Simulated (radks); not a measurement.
The numbers below are computed, except where a source is named.
Problem. Orbital eigenvalues (eV) of the iron ion Fe+, [Ar] 3d6 4s1, of relativity; Dirac values are averaged over j with weights 2j + 1. Spin-unpolarised spherical Kohn-Sham, PBE, point nucleus unless stated (finite: rms radius 3.7377 fm), a radial shooting solver on a logarithmic mesh with Libxc functionals. A level marked "c x" has the speed of light scaled by that factor and shares open shells by 2j + 1; other Dirac levels either fill j = l - 1/2 first or share by 2j + 1.

| shell | non-rel. |
|---|---|
| 1s | -6941.7 |
| 2s | -814.62 |
| 2p | -704.13 |
| 3s | -100.42 |
| 3p | -68.116 |
| 3d | -16.174 |
| 4s | -12.158 |

Give the values at the level "Dirac, c x 1.25".

Solution. 
shell  Dirac, c x 1.25  change of magnitude (%)
1s             -6982.6                    +0.59
2s             -823.05                    +1.03
2p             -705.75                    +0.23
3s             -101.75                    +1.33
3p             -68.406                    +0.43
3d             -16.034                    -0.87
4s             -12.266                    +0.88
